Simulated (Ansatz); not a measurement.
Total energies of In₈P₇F₃ from Ansatz at PBE0-D4/def2-TZVP, gas phase (1 Eh = 27.2114 eV = 2625.5 kJ/mol). The reference geometry is relaxed at PBE-D4/def2-SVP.

```tsv
atom	x (Å)	y (Å)	z (Å)
P1	1.386	1.128	1.770
P2	1.810	0.571	-1.785
P3	-1.288	2.403	-0.453
P4	0.350	1.000	-0.197
P5	-2.907	-1.235	1.425
P6	-2.016	-0.579	-3.140
P7	0.876	-3.332	-0.639
In8	0.344	4.119	1.270
In9	3.500	2.445	-0.310
In10	-0.907	0.045	2.377
In11	-0.479	1.845	-3.164
In12	-2.472	0.043	-0.739
In13	2.034	-1.320	0.601
In14	-1.096	-3.068	0.994
In15	0.081	-1.492	-2.161
F16	1.927	3.999	-0.305
F17	0.304	-1.878	2.354
F18	-1.446	-4.694	2.101
```

```csv
state,geometry,energy (Eh)
charge 0 singlet,reference,-4209.76193
charge 1 doublet,reference,-4209.52489
charge -1 doublet,reference,-4209.86445
charge -1 doublet,relaxed at PBE-D4/def2-SVP,-4209.87770
free P atom (quartet),–,-341.13505
free In atom (doublet),–,-190.11398
free F atom (doublet),–,-99.67617
```

In the def2 sets In takes a core potential; there is no spin–orbit coupling. Single mean-field runs in def2-TZVP are fitted with def2-universal-jkfit.

**Question.** Work out the vertical ionisation energy to the doublet.

**Answer.** E(charge 1 doublet) − E(charge 0 singlet) = -4209.52489 − (-4209.76193) = 0.23704 Eh = 6.45 eV. For comparison, −ε of the highest occupied level is 5.42 eV at this level, 1.03 eV less.

**Question.** Work out the vertical electron affinity, to the doublet.

**Answer.** E(charge 0 singlet) − E(charge -1 doublet) = -4209.76193 − (-4209.86445) = 0.10252 Eh = 2.79 eV. The basis lacks diffuse functions, which makes affinities too small.

**Question.** Give the fundamental gap IE − EA, the Mulliken electronegativity (IE + EA)/2 and the hardness (IE − EA)/2.

**Answer.** From the values in Eh: IE − EA = 0.23704 − 0.10252 = 0.13452 Eh = 3.66 eV; (IE + EA)/2 = 4.62 eV; (IE − EA)/2 = 1.83 eV. The HOMO–LUMO gap of the same run is 1.67 eV, 1.99 eV smaller than the fundamental gap.

**Question.** How much does the charge -1 doublet relax, and what is the adiabatic electron affinity?

**Answer.** Relaxation: -4209.86445 − (-4209.87770) = 0.01325 Eh = 0.36 eV. Adiabatic electron affinity: 0.11577 Eh = 3.15 eV, without zero-point energy. Bonds change on the way (1 lost, 1 formed), so the relaxed form is another species. 

**Question.** What is the binding energy per atom against free atoms?

**Answer.** Atoms: 7 × (-341.13505) + 8 × (-190.11398) + 3 × (-99.67617) = -4207.88570 Eh. Binding: -4207.88570 − (-4209.76193) = 1.87623 Eh = 51.05 eV, or 2.84 eV for each of 18 atoms (no zero-point energy, no counterpoise term).

The restricted singlet is unstable towards broken spin symmetry in Hartree–Fock (as tested in another run); at PBE0-D4/def2-TZVP this wasn't settled.
